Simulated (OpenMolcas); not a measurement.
**d8 ions of charge +2 down a group on the Ca site of CsCaF3**

| Property | Result |
| --- | --- |
| Program | OpenMolcas |
| Method | SS-CASPT2, IPEA 0.25 Eh, imaginary shift 0.1 Eh |
| Spin-orbit coupling | RASSI with atomic mean-field integrals over the reference wave functions |

The d shell is active; CASPT2 correlates the ligand valence shells and the outer metal core. Each dopant is a cluster with its nearest anions in model potentials and point charges, with no relaxation. Distances were set from a Shannon-type radius of the metal (high-spin where two are listed) plus a fixed donor radius (F 1.31 Å), in hosts weighted 0.65 to 0.35 with the host's distance in the model lattice. Ligand basis ANO-RCC-VDZP, DKH2 Hamiltonian. States (labels of O, the rotations of Oh). Energies in cm-1 above the lowest state or level, χT in cm3 K/mol; 10Dq and B are least-squares fits to the states below 45000 cm-1, weighted by degeneracy, with a free offset, and given where the rms deviation is under 5 % of |10Dq| (or 100 cm-1) and under 700 cm-1. Spin-only χT is S(S+1) / 2 for the spin of the ground state.

```tsv
Ion	Shell	R (Å)	Metal basis	Ground state	First state of that spin	10Dq	B (rms of fit)	First gap with spin-orbit (degeneracies)	χT at 300 K	First state of another spin	Spin-only χT
Ni2+	3d8	2.092	ANO-RCC-VTZP	3A2	3T2 6670			6350 (3, 2)	1.462	1E 14110	1.000
Pd2+	4d8	2.203	ANO-RCC-VTZP	3A2	3T2 12320	12813	557 (505)	8790 (3, 2)	1.453	1E 9450	1.000
Pt2+	5d8	2.164	ANO-RCC-VTZP	3A2	3T2 17140			7260 (3, 2)	1.735	1E 8410	1.000
```

Every ion keeps the highest spin of its shell. χT departs most from the spin-only value for Pt2+, by +0.735 cm3 K/mol.

Roots that are degenerate in the reference are averaged as groups; the widest CASPT2 spread within a group is 410 cm-1 (the 3-fold group of multiplicity 3 near 17100 cm-1 above the lowest state of its run, Pt2+). Shifts and gaps below about the spread of the groups concerned are not significant. Over all roots computed the reference weight is 0.71 to 0.73 in Ni2+, 0.71 to 0.72 in Pd2+, 0.71 to 0.72 in Pt2+; a low but even weight reflects the number of correlated electrons. Ligand-to-metal charge-transfer states are missing. A single d shell leaves out the double-shell effect, which counts most for late 3d ions, where the CASPT2 field can be off either way by tens of per cent (holds for Ni2+). These CASPT2 states fit no ligand-field parameters well, so their order and spin gaps are uncertain (holds for Ni2+). For late 3d ions with one d shell CASPT2 can put B and the spin-flip bands somewhat low as well as high (holds for Ni2+). With one d shell and no ligand orbital active, 10Dq can be off by tens of per cent for divalent 3d ions, low with halides held by bare charges and at times high in hosts, and the orbital part of g and χT goes as 1/10Dq (holds for Ni2+). Free-ion shares, where given, are those of the reference states; single-state CASPT2 does not remix them (holds for Ni2+; Pd2+). Real 4d8 and 5d8 ions are as a rule square planar and diamagnetic (holds for Pd2+; Pt2+). With no ligand orbital active B as a rule stays too high, so bands that hang on it stand too high and its fall with covalency is understated (holds for Pd2+; Pt2+). With one d shell and no ligand orbital active, 10Dq can be off by a tenth or more (holds for Pd2+; Pt2+). No measured value stands beside these numbers; the geometry was set by hand and not optimised.
